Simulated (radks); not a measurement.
All-electron atom: Kr in [Kr].

Calculated with a radial shooting solver on a logarithmic mesh with Libxc functionals: scalar-relativistic Kohn-Sham, PBE, spin-polarised, spherical densities, finite nucleus; Fermi nuclear charge, rms radius 4.1884 fm.

Energy parts (eV):
part                       energy
total                  -75926.338
kinetic                 77661.811
electron-nucleus      -183130.780
Hartree                 32167.761
exchange-correlation    -2625.130

Orbitals (lengths in bohr, moments of r in powers of bohr; <r^-3> diverges for s and p1/2; r(90%) holds 90 % of the orbital's charge):
orbital  occ.  eigenvalue (eV)     <r^2>  r(90%)  <r^-3>   <1/r>
1s          2        -14158.36  0.002318  0.0742       -   36.76
2s          2        -1864.444   0.03971   0.284       -   8.164
2p          6        -1648.468   0.03137   0.261    1495   7.984
3s          2        -263.9649    0.3233   0.788       -   2.700
3p          6        -195.1908    0.3419   0.824   221.8   2.547
3d         10         -81.4018    0.3809   0.910   26.91   2.271
4s          2         -23.0486     2.835    2.34       -  0.8488
4p          6          -9.2475     4.462    3.01   17.87  0.6828

The highest occupied level is 4p at -9.247 eV. For comparison, the ionisation energy in NIST's Atomic Spectra Database is 14.000 eV (measured). In exact Kohn-Sham theory the highest level is minus the ionisation energy, but local and semilocal functionals leave it too shallow, through self-interaction and a potential that decays too fast; potentials with the right tail come closer. Summed over all electrons, <r^2> = 39.22 bohr^2, which gives a Langevin (diamagnetic) susceptibility term of -31.1 x 10^-6 cm^3/mol. The density falls to 0.001 e/bohr^3 at r = 4.03 bohr.
